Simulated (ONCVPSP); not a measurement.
# What the settings do to the ONCV potential of Ar

Base potential:

* Element: Ar (Z = 18)
* Generator: ONCVPSP 4.0.1
* Type: optimised norm-conserving Vanderbilt (ONCV)
* Functional: PBEsol
* Relativity: scalar-relativistic
* Frozen core: [Ne]
* Valence charge: 8
* Reference configuration: 3s2 3p4 (charge +2)
* Partial waves: 3s: rc 1.25 bohr, ncon 4, nbas 8, qcut 4.6 1/bohr, 2 projectors, debl 2.2 Ha; 3p: rc 0.95 bohr, ncon 5, nbas 10, qcut 7.7 1/bohr, 2 projectors, debl 2.3 Ha; d scattering state at 0.02 Ha: rc 1.00 bohr, ncon 4, nbas 8, qcut 10.9 1/bohr, 3 projectors, debl 1.7 Ha
* Local potential: polynomial inside 0.95 bohr (lpopt 5, dvloc0 0 Ha)
* Core correction: none

In the d channel the program set the typed energies aside and used 0.050, 1.750, 3.450 Ha.

All-electron outer shells of the reference configuration (PBEsol, scalar-relativistic, ld1.x):

```tsv
shell	level (eV)	outermost node (bohr)	outermost maximum (bohr)
2s	-326.43	0.12	0.34
2p	-259.74	–	0.28
3s	-50.44	0.51	1.14
3p	-35.36	0.48	1.23
```

Cutoffs, loose and tight: the cutoffs (Ha) at which the residual kinetic energy of the hardest occupied pseudo-wave falls to 1 and 0.1 mHa per electron. They do not see the model core or the augmentation charge, which bear on the density cutoff. Test errors are all-electron minus pseudo excitation energies from the reference, over the configurations 3s2 3p6; 3s2 3p5; 3s2 3p3; 3s2 3p2. A dash means not determined; rows that change the core or the reference have their own tests.

A true bound ghost makes a file unfit for plane-wave use even where its test errors are small: the radial tests pick states by their node count and pass the ghost by.

| change | outcome | cutoff, loose | cutoff, tight | bound ghosts | GHOST(+) flags above zero | largest test error (meV) |
| --- | --- | --- | --- | --- | --- | --- |
| base | generated, projector energies reset by the program | 330 Ha | 381 Ha | p | s, d | +72 |
| s: qcut 3; p: qcut 5.1; d: qcut 7.2 | generated, projector energies reset by the program | 336 Ha | 383 Ha | p, d | s | +89 |
| s: qcut 3.4; p: qcut 5.7; d: qcut 8.1 | generated, projector energies reset by the program | 336 Ha | 383 Ha | p, d | s | +88 |
| s: qcut 3.9; p: qcut 6.5; d: qcut 9.2 | generated, projector energies reset by the program | 335 Ha | 383 Ha | p | s, d | +77 |
| s: qcut 4.3; p: qcut 7.2; d: qcut 10.2 | generated, projector energies reset by the program | 333 Ha | 382 Ha | p | s, d | +74 |
| s: qcut 5.1; p: qcut 8.6; d: qcut 12.2 | generated, projector energies reset by the program | 320 Ha | 377 Ha | p | s, d | +68 |
| s: qcut 6; p: qcut 10; d: qcut 14.1 | generated, projector energies reset by the program | 222 Ha | 366 Ha | p | s | +65 |
| s: qcut 6.4; p: qcut 10.7; d: qcut 15.2 | generated, projector energies reset by the program | 143 Ha | 356 Ha | p | s | +64 |
| s: qcut 6.7; p: qcut 11.2; d: qcut 15.8 | generated, projector energies reset by the program | 92 Ha | 348 Ha | p | s | +64 |

**Question.** What comes out with this change to the base: p: qcut 7.6; d: qcut 10.8?

**Answer.** outcome: generated, projector energies reset by the program; cutoff, loose: 331 Ha; cutoff, tight: 381 Ha; bound ghosts: p; GHOST(+) flags above zero: s, d; largest test error (meV): +72.

**Question.** What comes out with this change to the base: s: qcut 5.4; p: qcut 9.1; d: qcut 12.8?

**Answer.** outcome: generated, projector energies reset by the program; cutoff, loose: 310 Ha; cutoff, tight: 374 Ha; bound ghosts: p; GHOST(+) flags above zero: s; largest test error (meV): +66.
